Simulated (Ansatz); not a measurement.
`B[S][GaH][Cl]` + H–F → `[F][GaH][Cl]` + `BS`  (ligand exchange at a Ga–S bond)

Program: Ansatz. Geometries: PBE0-D4/def2-TZVP. ΔE: electronic, gas phase. CBS: MP2 limit from def2 TZ/QZ plus the TZ coupled-cluster correction, frozen cores. This one scheme is used for every species. DFT in def2-TZVPP. HSE06 is defined as in plane-wave codes. For Ga outer-core shells are correlated without core-valence functions, which leaves a few kJ/mol of doubt a bond. Scalar relativity is left out up to krypton. One conformer a species, not always the lowest.

Problem. Is it downhill or uphill in electronic energy at CCSD(T)/CBS, and by how much? (Estimate.)

Solution. The calculation gave: Nearly level: ΔE = +0.3 kJ/mol.

Problem. What do these levels give: B97M-V, HSE06-D4, PBE-QIDH, revPBE, HF/def2-TZVPP, MP2/def2-TZVPP? (Estimate.)

Solution. Computed: B97M-V -17.0, HSE06-D4 -0.6, PBE-QIDH -3.1, revPBE -14.1, HF/def2-TZVPP -23.8, MP2/def2-TZVPP -1.3 kJ/mol.

Largest T1 diagnostic among the species: 0.015.

At CCSD(T), def2-SVP lies −28.1 kJ/mol from the extrapolated value and def2-TZVPP −7.3 kJ/mol. In def2-TZVPP, CCSD(T) changes the Hartree–Fock value by +16.8 kJ/mol (the triples alone add +2.8 kJ/mol) and MP2 by +22.5 kJ/mol.
